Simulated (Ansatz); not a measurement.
Sr3S4. The state is a singlet with charge 0. Geometry PBE-D4/def2-SVP, basis def2-TZVP, Ansatz.

```xyz
7

Sr   -0.2840   -1.9952   -0.5847
Sr    2.3858    0.6974    0.8028
Sr   -1.1256    1.4194   -1.0551
S    -0.1563    1.3464    1.7654
S    -2.5658   -0.8187   -1.3397
S     0.3595   -0.7636    2.0555
S     1.3865    0.1142   -1.6441
```

```csv
run,HOMO (eV),LUMO (eV)
A,-3.86,-1.81
B,-6.63,-1.05
C,-3.79,-2.21
D,-4.66,-1.70
E,-3.62,-2.22
F,-5.41,-1.40
```

In the def2 sets Sr takes a core potential; there is no spin–orbit coupling. Another isomer (singlet) lies 0.09 eV lower at PBE0-D4/def2-TZVP; other spin states weren't run for this one.

Task: The runs used BHLYP, BLYP, PBE, PBE0, r2SCAN, ωB97M-V. Estimate which is which.

Result: A r2SCAN (0 % exact exchange); B ωB97M-V (range-separated); C PBE (0 % exact exchange); D PBE0 (25 % exact exchange); E BLYP (0 % exact exchange); F BHLYP (50 % exact exchange). Exact exchange lowers occupied and raises empty levels; among semilocal functionals meta-GGAs tend to open the gap a little, and such runs are hard to tell apart. The gap grows from 1.40 eV (BLYP) to 5.58 eV (ωB97M-V).
